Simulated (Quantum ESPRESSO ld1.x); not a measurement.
Values are calculated unless marked as measured or tabulated.
Question: Au26+, configuration [Kr] 4d10 4f7. Code: ld1.x of Quantum ESPRESSO 7.5. Model: Dirac Kohn-Sham, PBE, spin-unpolarised, spherical densities, point nucleus; open shells fill j = l - 1/2 first.

Spin-orbit splittings of the eigenvalues, e(l+1/2) - e(l-1/2), with zeta = 2 splitting/(2l+1) and mean radii in bohr:

| shell | occ. | splitting (eV) | zeta (eV) | <r> j=l-1/2 | <r> j=l+1/2 |
|---|---|---|---|---|---|
| 2p | 6 | 1836 | 1224 | 0.05798 | 0.06653 |
| 3p | 6 | ? | ? | 0.1732 | 0.1888 |
| 3d | 10 | 87.41 | 34.96 | 0.1644 | 0.1691 |
| 4p | 6 | 106.7 | 71.14 | 0.3950 | 0.4238 |
| 4d | 10 | 21.10 | 8.438 | 0.4221 | 0.4306 |
| 4f | 7 | 5.271 | 1.506 | 0.4169 | 0.4206 |

Estimate the 3p splitting.

Answer: 406.8 eV (zeta = 271.2 eV).
